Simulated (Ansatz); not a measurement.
Reactions of CH₈O₂Si₂ (`C[Si](O)(O)[SiH3]`).

Calculated with Ansatz (gas phase, PBE0-D4/def2-TZVP geometries, no zero-point term in ΔE). CCSD(T)/CBS adds triple-zeta CCSD(T) − MP2 to the extrapolated MP2 energy (def2 sets, frozen cores). This one scheme is used for every species, atoms too. For atomizations the MP2-based limit and the directly extrapolated one differ by several kJ/mol either way, and by 10 to 25 for some Ge, Se and Sn compounds, so smaller differences from it don't rank the levels. Double bonds are as drawn, so ΔE can hold a change between cis and trans. Open shells (•) are unrestricted, without spin–orbit coupling. Spin–orbit coupling would lower the free atoms: a little for C, O, Si. Bonds to Br, Ge are less sure, by a few kJ/mol each and by 10 to 20 or more in all where they break to atoms, as the def2 sets lack core-valence functions. Scalar relativity is left out up to krypton. One conformer a species, not always the lowest.

```csv
reaction,CCSD/CBS(def2) (kcal/mol)
`C[Si](O)(O)[SiH3]` + H₂S → `C[Si](O)(O)S` + SiH₄,-19.5
`C[Si](O)(O)[SiH3]` → C• + 8 H• + 2 O• + 2 Si•,1112.0
`C[Si](O)(O)[SiH3]` → `OC(O)([SiH3])[SiH3]`,97.9
`C[Si](O)(O)[SiH3]` + `C=C(Br)OC` → `C[Si](O)(O)Br` + `C=C([SiH3])OC`,-43.6
`C[Si](O)(O)[SiH3]` → `[SiH3]`• + `C[Si](O)O`•,79.7
`C[Si](O)(O)[SiH3]` + H–F → `C[Si](O)(F)[SiH3]` + H₂O,-10.8
`C[Si](O)(O)[SiH3]` + `[NH2][GeH]([F])[Cl]` → `C[NH][GeH]([F])[Cl]` + `O[SiH](O)[SiH3]`,22.1
`C[Si](O)(O)[SiH3]` + `OBO` → `COBO` + `O[SiH](O)[SiH3]`,25.2
`C[Si](O)(O)[SiH3]` + `[SiH3]/C=C/[SiH2]Cl` → `C[Si](O)([SiH3])Cl` + `O[SiH2]/C=C/[SiH3]`,1.2
`C[Si](O)(O)[SiH3]` → `C[SiH](O)O` + `[SiH2]`,52.5
```

(1) Give the CCSD(T)/CBS values in the same order. (Estimate.)

Largest T1 diagnostic: 0.015, for `[SiH3]`•.

Results:

(1) Computed: -19.4, 1125.5, 96.8, -42.8, 81.1, -10.4, 22.3, 25.5, 1.2, 53.9 kcal/mol.
